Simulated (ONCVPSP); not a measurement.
# Pseudopotential generation for Ni (Z = 28): ONCV, PBE, scalar-relativistic.

ONCVPSP 4.0.1 input, shortened (lines: element, Z, core and valence counts, functional; n l f; lmax; l rc ep ncon nbas qcut; lloc lpopt rc5 dvloc0; l nproj debl; icmod fcfact rcfact), PBE, scalar-relativistic:

```
  Ni 28.00    5    2        4      upf
    1    0    2.00
    2    0    2.00
    2    1    6.00
    3    0    2.00
    3    1    6.00
    3    2    8.00
    4    0    2.00
    3
    0    2.30    0.00    5    9    2.70
    1    1.85    0.04    4    8    5.10
    2    0.80    0.00    3    7   12.30
    3    2.45    0.45    5    8    4.60
    4    4    0.70    0.00
    0    2    2.20
    1    2    1.40
    2    2    3.90
    3    2    2.70
    0    0.00    0.00
```

Poles of the logarithmic derivatives, all-electron (AE) and pseudo (PS). s: poles at 1.0 (AE) and 1.0 (PS) Ha. p: poles at 3.3 (AE) and -1.3, 3.4 (PS) Ha. d: poles at 4.6 (AE) and 4.6 (PS) Ha. f: poles at 2.6 (AE) and 2.6 (PS) Ha. Test radii: s 2.33, p 1.88, d 0.81, f 2.49 bohr.

- Ghost test: ghosts flagged at negative energy: s at -94.5 eV, p at -80.3 eV, p at -35.9 eV, f at -107.7 eV; no localised positive-energy state flagged; a true bound ghost makes a file unfit for plane-wave use
- Largest excitation error: -262 meV (all-electron minus pseudo) for 3d6 4s0, out of 4 test configurations
